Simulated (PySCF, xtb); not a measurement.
C5H6F2, SMILES FC(F)[C@H]1C=CC1. Other conformers were not sampled.

Harmonic wavenumbers (cm⁻¹) from GFN2-xTB (xtb) at its own minimum, in rising order: 64, 138, 212, 320, 403, 504, 623, 760, 822, 843, 903, 961, 983, 1015, 1028, 1033, 1068, 1111, 1163, 1167, 1202, 1251, 1264, 1282, 1296, 1448, 1657, 2875, 2967, 3005, 3017, 3128, 3147.

**Question.** What does PBE-D3(BJ)/def2-SVP in PySCF give at its own minimum? (An estimate is asked for; the answer gives what the named calculation found.)

**Answer.** 85, 144, 213, 323, 418, 523, 617, 731, 797, 853, 905, 925, 958, 988, 1000, 1059, 1080, 1109, 1136, 1161, 1182, 1273, 1288, 1344, 1348, 1392, 1607, 2958, 2989, 2993, 3050, 3113, 3144. Paired by order, the mean absolute difference is 24 cm⁻¹ and the zero-point energies are 61.0 and 61.1 kcal/mol.
